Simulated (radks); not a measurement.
The numbers below are computed, except where a source is named.
Ionisation of Ge12+, [Ar] 3d2, to Ge13+, [Ar] 3d1, under several functionals. Scalar-relativistic Kohn-Sham, spin-polarised, spherical densities, finite nucleus; open shells are filled with parallel spins first; a radial shooting solver on a logarithmic mesh with Libxc functionals.

RPBE: E(Ge12+) (hartree) -2036.24915; Exc (hartree) -68.19977; IE (eV) 366.48; -e(HOMO) (eV) 346.51; <r> HOMO (bohr) 0.5372; IE error (eV) -0.5
LDA (Slater exchange, VWN5 correlation): E(Ge12+) (hartree) -2032.91539; Exc (hartree) -64.81436; IE (eV) 366.87; -e(HOMO) (eV) 346.84; <r> HOMO (bohr) 0.5364; IE error (eV) -0.1
AM05: E(Ge12+) (hartree) -2033.22307; Exc (hartree) -65.13047; IE (eV) 366.58; -e(HOMO) (eV) 346.59; <r> HOMO (bohr) 0.5365; IE error (eV) -0.4
LDA (Slater exchange, Perdew-Wang correlation): E(Ge12+) (hartree) -2032.90608; Exc (hartree) -64.80501; IE (eV) 366.85; -e(HOMO) (eV) 346.83; <r> HOMO (bohr) 0.5364; IE error (eV) -0.1
PBE: E(Ge12+) (hartree) -2035.97930; Exc (hartree) -67.92421; IE (eV) 366.55; -e(HOMO) (eV) 346.57; <r> HOMO (bohr) 0.5372; IE error (eV) -0.5
SCAN: E(Ge12+) (hartree) -2036.48833; Exc (hartree) -68.38979; IE (eV) 366.36; -e(HOMO) (eV) 346.74; <r> HOMO (bohr) 0.5375; IE error (eV) -0.6
BP86: E(Ge12+) (hartree) -2036.53385; Exc (hartree) -68.49098; IE (eV) 366.64; -e(HOMO) (eV) 346.64; <r> HOMO (bohr) 0.5367; IE error (eV) -0.4
r2SCAN: E(Ge12+) (hartree) -2036.29747; Exc (hartree) -68.18933; IE (eV) 366.37; -e(HOMO) (eV) 346.74; <r> HOMO (bohr) 0.5377; IE error (eV) -0.6

NIST Atomic Spectra Database: 367 eV (theoretical). Closest: LDA (Slater exchange, VWN5 correlation). The Delta-SCF values span 0.51 eV, the total energies 3.63 hartree. The highest occupied level is 3d. Open shells are spherical and high-spin; term and fine-structure splittings are not resolved.
